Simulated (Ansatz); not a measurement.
Two isomers of C2H9AlOSi: A = `CO[SiH2][AlH][CH3]`, B = `[CH3][Al]([SiH3])[CH2]O`.

Computed with Ansatz on PBE0-D4/def2-TZVP structures; ΔE is electronic, products minus reactants. CCSD(T)/CBS adds triple-zeta CCSD(T) − MP2 to the extrapolated MP2 energy (def2 sets, frozen cores). DFT in def2-TZVPP. B3LYP here is the variant with VWN-RPA as its local correlation; programs differ in this. One conformer a species, not always the lowest.

(1) Which is lower in electronic energy at CCSD(T)/CBS, and by how much? (An estimate is asked.)

(2) Give E(B) − E(A) in kJ/mol with ωB97M-V, B2PLYP, PBE-D4, B3LYP-D4, CCSD(T)/def2-TZVPP, HF/def2-TZVPP, r2SCAN-D4. (An estimate is asked.)

Largest T1 diagnostic: 0.011.

Answers

(1) Ansatz gave: A, by 88.4 kJ/mol.

(2) Computed: ωB97M-V 87.2, B2PLYP 91.3, PBE-D4 77.2, B3LYP-D4 91.1, CCSD(T)/def2-TZVPP 88.9, HF/def2-TZVPP 107.2, r2SCAN-D4 87.3. None reverses the order clearly.

From PBE to PBE0 (25 % exact exchange), in def2-TZVPP and without D4, E(B) − E(A) moves by +4.8 kJ/mol. In def2-TZVPP, CCSD(T) changes the Hartree–Fock value by −18.2 kJ/mol (the triples alone add −1.8 kJ/mol) and MP2 by −15.1 kJ/mol.
